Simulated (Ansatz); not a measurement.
Consider the homolysis of the Al–Cl bond: `[SH][Al]([Cl])[Br]` → `[SH][Al][Br]`• + Cl•.

Program: Ansatz. Geometries: PBE0-D4/def2-TZVP. ΔE: electronic, gas phase. CCSD(T)/CBS is the MP2 limit (def2-TZVPP, def2-QZVPP) plus CCSD(T) − MP2 in def2-TZVPP, frozen cores. This one scheme is used for every species, atoms too. Functionals use def2-TZVPP. B3LYP here is the variant with VWN-RPA as its local correlation; programs differ in this. Open shells (•) are unrestricted, without spin–orbit coupling. Spin–orbit coupling would lower the free atoms: a little for Cl. Bonds to Br are less sure, by a few kJ/mol each and by 10 to 20 or more in all where they break to atoms, as the def2 sets lack core-valence functions. Scalar relativity is left out up to krypton. Each species was taken in one conformer, which may not be the lowest.

`[SH][Al]([Cl])[Br]`:

Z-matrix (Å, degrees):
```
Al
S 1 2.159
Br 1 2.238 2 121.4
Cl 1 2.077 2 118.6 3 -180.0
H 2 1.345 1 92.2 3 -0.0
```

`[SH][Al][Br]`•:

Cartesian coordinates in Å:
```
S -0.543 -0.913 0.807
Al 0.079 0.693 -0.552
Br 2.300 0.770 -1.014
H -1.836 -0.550 0.758
```

Problem. What is ΔE at CCSD(T)/CBS? (Best estimate.)

Solution. Computed: +5.13 eV.

Problem. What do these levels give: LDA (SPW92), ωB97X-V, revPBE, PBE0, B3LYP, HF/def2-TZVPP? (Estimate.)

Solution. Ansatz gave: LDA (SPW92) 5.46, ωB97X-V 5.11, revPBE 4.66, PBE0 4.89, B3LYP 4.76, HF/def2-TZVPP 3.92 eV.

Problem. What do rigid-rotor, harmonic-oscillator terms from PBE0-D4/def2-TZVP frequencies (298.15 K, 1 bar) make of the CCSD(T)/CBS value? (Best estimate.)

Solution. The calculation gave: ΔZPE = -0.06 eV, ΔH = +5.10 eV, ΔS = 135 J/(mol·K), ΔG = +4.68 eV. Open shells count their whole term as degenerate.

Largest T1 diagnostic among the species: 0.012.

At CCSD(T), def2-SVP lies −0.37 eV from the extrapolated value and def2-TZVPP −0.18 eV: correlation converges slowly with the basis, and small sets miss more of it in the bonded molecule than in its fragments. From r2SCAN to r2SCAN0 (25 % exact exchange), in def2-TZVPP and without D4, ΔE moves by −0.05 eV: exact exchange takes away binding that semilocal exchange gives to molecules. The D4 term adds +0.09 eV with B3LYP and +0.05 eV with PBE0; it sums over pairs of atoms, weighted by their polarisabilities, and B3LYP, whose exchange is more repulsive, gets the larger term.
